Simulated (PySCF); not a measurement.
This PySCF input asks for the spin–spin couplings of AsBF3H3; the geometry comes from PBE0-D3(BJ)/def2-SVP.

```python
import basis_set_exchange as bse
import numpy as np
from pyscf import gto, dft
from pyscf.data import nist
from pyscf.prop import ssc

atoms = """
B     0.185934   -0.239363   -1.805333
As   -0.104106    0.131167    1.218822
H     0.516315    1.326816    1.922879
H     0.414828   -0.865590    2.241330
H    -1.446837    0.292520    1.912064
F     1.498321   -0.207377   -1.731423
F    -0.481155    0.869099   -2.036219
F    -0.445080   -1.392941   -1.805819
"""
names = {"B": "pcJ-1", "As": "pcSseg-1", "H": "pcJ-1", "F": "pcJ-1"}
basis = {el: gto.basis.parse(bse.get_basis(n, elements=[el], fmt="nwchem")) for el, n in names.items()}
mol = gto.M(atom=atoms, basis=basis, charge=0, verbose=0)
mf = dft.RKS(mol, xc="B3LYP")
mf.grids.level = 2
mf.grids.alignment = dft.numint.BLKSIZE   # the property module wants whole blocks of grid points
mf.conv_tol = 1e-9
mf.kernel()

sc = ssc.RKS(mf)
sc.with_fcsd = True   # Fermi contact and spin-dipole together
sc.max_cycle_cphf = 60
g = {"B": 1.7924326, "F": 5.257736, "H": 5.58569468}   # nuclear g factors of 11B, 19F, 1H
sc.nuc_pair = [(i, j) for i in range(mol.natm) for j in range(i + 1, mol.natm)
               if mol.atom_pure_symbol(i) in g and mol.atom_pure_symbol(j) in g]
K = sc.kernel()
unit = nist.HARTREE2J / nist.PLANCK * (0.5 * nist.E_MASS / nist.PROTON_MASS) ** 2
for (i, j), k in zip(sc.nuc_pair, K):
    a, b = mol.atom_pure_symbol(i), mol.atom_pure_symbol(j)
    J = unit * g[a] * g[b] * np.trace(k) / 3
    if abs(J) >= 1:
        print("%s%d %s%d %8.1f Hz" % (a, i, b, j, J))
```

Task: What are the results?

Result: 
```
B0 F5    -56.9 Hz
B0 F6    -56.1 Hz
B0 F7    -57.0 Hz
H2 H3    -12.3 Hz
H2 H4    -12.3 Hz
H2 F7     11.0 Hz
H3 H4    -12.3 Hz
H3 F6     13.4 Hz
H4 F5     12.7 Hz
F5 F6   -182.3 Hz
F5 F7   -182.2 Hz
F6 F7   -182.1 Hz
```

These numbers come from an equivalent density-fitted implementation of the same equations, which agrees with the script to about 0.1 Hz, so last digits may differ.

Size and cost of the density-fitted run: 179 basis functions, 27 s wall time on 1 thread of an Arm Neoverse V2, shared host; peak memory 0.83 GiB.
